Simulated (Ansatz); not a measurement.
CaO₂H₂. The state is a singlet with charge 0. Geometry PBE0-D4/def2-TZVP, basis def2-TZVP, Ansatz.

```xyz
5

Ca   -0.1613   -0.8781    0.6333
O     0.8930    0.9459    0.3918
O    -0.4294    1.2130   -0.1903
H    -0.0984   -2.8738    0.2104
H    -0.2039    1.5929   -1.0452
```

```csv
run,HOMO (eV),LUMO (eV)
A,-8.70,0.26
B,-5.96,-1.27
C,-4.97,-1.29
D,-4.79,-1.93
E,-5.11,-1.76
```

LC-ωPBE has ω = 0.4 bohr⁻¹. The structure holds 1 bond(s) between oxygen atoms. Another isomer (singlet) lies 4.76 eV lower at PBE0-D4/def2-TZVP; other spin states weren't run for this one.

Problem. The runs used B97M-V, LC-ωPBE, PBE, PBE0, r2SCAN. Estimate which is which.

Solution. A LC-ωPBE (range-separated); B PBE0 (25 % exact exchange); C r2SCAN (0 % exact exchange); D PBE (0 % exact exchange); E B97M-V (0 % exact exchange). Exact exchange lowers occupied and raises empty levels; among semilocal functionals meta-GGAs tend to open the gap a little, and such runs are hard to tell apart. The gap grows from 2.86 eV (PBE) to 8.96 eV (LC-ωPBE).
